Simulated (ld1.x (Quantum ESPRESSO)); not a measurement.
**PBE ultrasoft dataset for C (Z = 6), scalar-relativistic all-electron reference.**

```json
{"Element": "C", "Generator": "ld1.x (Quantum ESPRESSO) 7.5", "Type": "ultrasoft", "Functional": "PBE", "Relativity": "scalar-relativistic", "Frozen core": "[He]", "Valence charge": "4", "Reference configuration": "2s1.75 2p2.25", "Partial waves": "2s (bound): rcut 0.70, rcutus 0.95 bohr; 2s channel at -0.15 Ry: rcut 0.70, rcutus 0.95 bohr; 2p (bound): rcut 2.15, rcutus 3.00 bohr; 2p channel at 3.5 Ry: rcut 2.15, rcutus 3.00 bohr", "Local potential": "all-electron potential smoothed inside 1.05 bohr (lloc = -1)", "Core correction": "Bessel-smoothed model core, default radius (core density twice the valence density)", "Augmentation charge": "built from norm-conserving waves at rcut, not smoothed further"}
```

Results:

* Largest excitation error: +740 meV (all-electron minus pseudo) for 2s1 2p0, out of 7 test configurations
* Lowest eigenvalue of the overlap operator: 0.47 (p channel)

A Bessel basis up to 400 Ry misses an occupied level by 0.42 Ry, so cutoffs and ghosts were not judged.

Generation and tests took about 0.71 s on one core of a shared server CPU.
